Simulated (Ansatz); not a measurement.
Br3FSn, SMILES `[F][Sn]([Br])([Br])[Br]`, one more setting.

```yaml
crystal:
  periodic: [false, false, false]
  atoms:
    - {symbol: F, position_ang: [-0.559761, -0.108147, 1.842921]}
    - {symbol: Sn, position_ang: [-0.002120, -0.016734, 0.031014]}
    - {symbol: Br, position_ang: [1.968856, -1.429808, -0.168236]}
    - {symbol: Br, position_ang: [-1.855155, -0.838311, -1.315316]}
    - {symbol: Br, position_ang: [0.497981, 2.319300, -0.431784]}
basis:
  gaussian: {orbitals: x2c-TZVPPall, final_grid: {core_spheres: 8, valence_spheres: 7, degree: 23}}
hamiltonian: {xc: {name: wB97X-V}}
output: {forces: true}
```

```sh
$ ansatz run in.yaml --threads 4 --pin off --events-out ev --progress --plain --max-ram 11315MiB
```

Shortened log:

```
Functional definition: wB97X-V
1753 factors; integrals over basis functions are off by at most 1.1e-3 eV
257 factors; integrals over basis functions are off by at most 4.5e-5 eV
mean field evaluation 1: about -383532.1245 eV, gradient 4.2e1 eV
mean field evaluation 2: about -383530.6645 eV, gradient 5.7e1 eV
mean field evaluation 4: about -383535.2324 eV, gradient 1.9e0 eV
mean field evaluation 8: about -383535.2785 eV, gradient 1.6e-1 eV
mean field evaluation 16: about -383535.2786 eV, gradient 9.1e-5 eV
mean field -383535.27860728 eV, -14094.6615192687 hartree, gradient 7.5e-6 eV, S^2 0.000000; 0 other end points of the search recorded, 0 dependent functions left out
reference -383535.27860597 eV, -14094.6615192203 hartree; 82, 82 occupied and 153, 153 virtual orbitals, 1753 factors
Total energy: -383535.27860597 eV, -14094.6615192203 hartree
Relativity: scalar
Atom 0 at    -0.559761    -0.108147     1.842921 Å, force    -0.012142    -0.001856     0.038941 eV/Å
Atom 1 at    -0.002120    -0.016734     0.031014 Å, force     0.051315     0.008245    -0.166038 eV/Å
Atom 2 at     1.968856    -1.429808    -0.168236 Å, force    -0.138387     0.100643     0.008885 eV/Å
Atom 3 at    -1.855155    -0.838311    -1.315316 Å, force     0.133554     0.059137     0.090627 eV/Å
Atom 4 at     0.497981     2.319300    -0.431784 Å, force    -0.034341    -0.166170     0.027585 eV/Å
Dipole moment:     0.089071     0.014568    -0.289305 e Å
```

Run time 15 s (4 threads of an Arm Neoverse V1 on a shared host); peak host memory 1.1 GiB.
